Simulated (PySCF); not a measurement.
**[MoOF5]2-: what the settings change**

[MoOF5]2- holds Mo(V), d1, at total charge -2. The structure is a PBE0-D3(BJ)/def2-TZVP, IEF-PCM water geometry optimised for multiplicity 2; coordination octahedral, point group C4v, metal–donor distances 1.69–2.02 Å.

The d shell alone is too small an active space for [MoOF5]2- (an active orbital has only 0.52 squared overlap with the free ion's shell): its levels, fitted parameters, g values and moments show what this model gives and aren't sound predictions.

```
7

Mo    0.0000    0.0000    0.0000
O     0.0000    0.0000    1.6878
F     0.0000    0.0000   -2.0229
F     1.9537    0.0000   -0.2102
F    -1.9537    0.0000   -0.2102
F     0.0000    1.9537   -0.2102
F     0.0000   -1.9537   -0.2102
```

Method (PySCF 2.14, density fitting): CASSCF(1,5) with orbitals averaged over all microstates of the shell, strongly contracted NEVPT2 on the averaged canonical orbitals; basis x2c-TZVPall on the metal, x2c-SVPall elsewhere; spin-free X2C; IEF-PCM water; spin-orbit coupling by state interaction with the mean-field operator over all roots.

Base run: NEVPT2 ground state 2B2 (from 2T2g), next 2E (from 2T2g) at 14844, then 2B1 (from 2Eg) at 31465 cm⁻¹, 10Dq(NEVPT2) 31041, ζ 756 cm⁻¹, g 1.848 1.915 1.915, μeff(300 K) 1.66 μB.

(1) What happens with the basis x2c-TZVPall on all atoms?

No frequencies were computed for the optimised geometry. Charge-transfer states lie outside this active space and may come lower than some of these levels. NEVPT2 lifts 2E (from 2T2g) from 12042 to 14844 cm⁻¹; on the d shell alone such lifts tend to overshoot. NEVPT2 on the d shell alone tends to put d–d bands too high for such charged or covalently bound ions.

Results:

(1) NEVPT2 ground state 2B2 (from 2T2g), next 2E (from 2T2g) at 14600, then 2B1 (from 2Eg) at 30894 cm⁻¹, 10Dq(NEVPT2) 30371, ζ 753 cm⁻¹, g 1.846 1.915 1.915, μeff(300 K) 1.66 μB. It took 43 s against 18 s on a shared host of the same kind.
